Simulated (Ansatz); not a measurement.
One change: `CCNC=S` becomes `CC[NH][GaH2]`.

Ansatz, PBE0-D4/def2-TZVP geometries, multiplicity 1. Each molecule was computed in one conformer, which needn't be the lowest.

Scalar relativity is left out up to krypton.

| property | `CCNC=S` |
| --- | --- |
| LUMO energy (ωB97M-V/def2-TZVPP) / eV | 1.31 |
| HOMO–LUMO gap (PBE0/def2-TZVPP) / eV | 5.24 |
| HOMO energy (B3LYP/def2-TZVPP) / eV | -5.79 |
| HOMO–LUMO gap (ωB97M-V/def2-TZVPP) / eV | 9.55 |
| HOMO–LUMO gap (B3LYP/def2-TZVPP) / eV | 4.79 |
| HOMO–LUMO gap (PBE/def2-TZVPP) / eV | 3.14 |

What does the change do to each property? (An estimate is asked.)

The calculation gave: 
```
                               property  `CC[NH][GaH2]`  shift
  LUMO energy (ωB97M-V/def2-TZVPP) / eV            0.92  -0.39
   HOMO–LUMO gap (PBE0/def2-TZVPP) / eV            6.00   0.76
    HOMO energy (B3LYP/def2-TZVPP) / eV           -6.56  -0.77
HOMO–LUMO gap (ωB97M-V/def2-TZVPP) / eV            9.98   0.43
  HOMO–LUMO gap (B3LYP/def2-TZVPP) / eV            5.54   0.75
    HOMO–LUMO gap (PBE/def2-TZVPP) / eV            4.03   0.89
```

With PBE0 the HOMO falls by 0.71 eV and the LUMO rises by 0.05 eV, so the gap widens by about 0.76 eV. PBE moves the HOMO by -0.71 eV and ωB97M-V by -0.82 eV.

B3LYP here is the variant with VWN-RPA as its local correlation; programs differ in this.
